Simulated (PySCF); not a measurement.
Excitations are Tamm–Dancoff values on a coarser integration grid. The basis has no diffuse functions, so Rydberg states are missing or too high.

Cartesian coordinates (Å):
SMILES: C[O][Sn]([F])([O]C)[O]C
```xyz
17

C      2.8434    -0.1268     0.8303
O      1.6134     0.5194     1.0635
Sn     0.0139     0.0131     0.0573
F      0.4004     0.2422    -1.8263
O     -0.4329    -1.8691     0.3491
C     -1.4809    -2.4785    -0.3688
O     -1.4960     1.1756     0.4998
C     -1.4331     2.5610     0.2516
H      2.8084    -1.2043     1.0725
H      3.5950     0.3415     1.4858
H      3.1902    -0.0168    -0.2132
H     -1.5156    -3.5388    -0.0716
H     -1.3263    -2.4392    -1.4624
H     -2.4654    -2.0314    -0.1414
H     -1.2602     2.7947    -0.8145
H     -2.4044     2.9949     0.5381
H     -0.6499     3.0626     0.8482
```
Charge 0, spin multiplicity 1.

Question: What is the computed LUMO, total energy and S1–T1 gap (TDA) (TPSSh-D3(BJ)/def2-TZVP // PBE0-D3(BJ)/def2-SVP (PySCF))?

Answer: 
- LUMO: -2.49 eV
- total energy: -17952.19 eV
- S1–T1 gap (TDA): 0.38 eV
